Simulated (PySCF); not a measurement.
Xe²⁺ (xenon, charge +2): wB97X-V calculation

Configuration: [Kr] 4d10 5s2 5p4, high-spin 3P determinant. Calculation: PySCF 2.14, in aug-cc-pVTZ-DK3 (8s7p5d2f, 68 functions); the spin-free X2C one-electron Hamiltonian (Gaussian nucleus).

- Total energy: -7444.66 hartree
- One-electron energy: -10154.90 hartree
- Hartree (Coulomb) energy: 2898.34 hartree
- Exchange-correlation energy: -188.10 hartree
- ⟨S²⟩: 2.0024
- ⟨L²⟩: 2.015
- Sum of ⟨r⟩: 32.83 bohr
- Sum of ⟨r²⟩: 42.87 bohr²
- Traceless quadrupole moment −½Σ⟨3z² − r²⟩ along its main axis: -1.76 e·bohr²
- Langevin diamagnetic susceptibility: -34.0 ×10⁻⁶ cm³/mol
- Time after the integrals: about 6 core-seconds

```csv
shell,electrons,mean orbital energy (eV),spread (eV),"rms radius, mean of both spins (bohr)"
1s α,1,-34391.3,0,0.0305
1s β,1,-34391.2,0,0.0305
2s α,1,-5392.9,0,0.124
2s β,1,-5392.8,0,0.124
2p α,3,-4844.5,0.138,0.111
2p β,3,-4844.4,0.059,0.111
3s α,1,-1131.2,0,0.327
3s β,1,-1131.1,0,0.327
3p α,3,-952.87,0.330,0.327
3p β,3,-952.75,0.224,0.327
3d α,5,-686.71,0.292,0.305
3d β,5,-686.63,0.228,0.305
4s α,1,-228.06,0,0.762
4s β,1,-227.84,0,0.762
4p α,3,-170.99,0.739,0.816
4p β,3,-170.75,0.514,0.816
4d α,5,-86.719,0.794,0.944
4d β,5,-86.443,0.581,0.944
5s α,1,-45.226,0,1.91
5s β,1,-42.602,0,1.91
5p α,3,-31.157,1.281,2.22
5p β,1,-29.606,0,2.22
```

Densities and radii are taken from the X2C orbitals without a picture-change correction, which distorts them close to the nucleus.
